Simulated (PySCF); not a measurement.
# Electronic structure of C (carbon, neutral) at the UHF level

Configuration: [He] 2s2 2p2, high-spin 3P determinant. All numbers are calculated (PySCF 2.14, the spin-free X2C one-electron Hamiltonian (Gaussian nucleus), in cc-pVDZ-DK (3s2p1d, 14 functions)).

* Total energy: -37.701472 hartree
* One-electron energy: -50.4738 hartree
* Hartree (Coulomb) energy: 17.8533 hartree
* Exchange energy: -5.0809 hartree
* ⟨S²⟩: 2.0063
* ⟨L²⟩: 2.012
* Sum of ⟨r⟩: 7.109 bohr
* Sum of ⟨r²⟩: 13.54 bohr²
* Traceless quadrupole moment −½Σ⟨3z² − r²⟩ along its main axis: 1.45 e·bohr²
* Langevin diamagnetic susceptibility: -10.7 ×10⁻⁶ cm³/mol
* Time after the integrals: 0.04 s of wall time on 1 thread of Neoverse-V2 (shared host)

| shell | electrons | mean orbital energy (hartree) | rms radius, mean of both spins (bohr) |
| --- | --- | --- | --- |
| 1s α | 1 | -11.34859 | 0.312 |
| 1s β | 1 | -11.30259 | 0.312 |
| 2s α | 1 | -0.82619 | 1.74 |
| 2s β | 1 | -0.58354 | 1.74 |
| 2p α | 2 | -0.43410 | 1.91 |
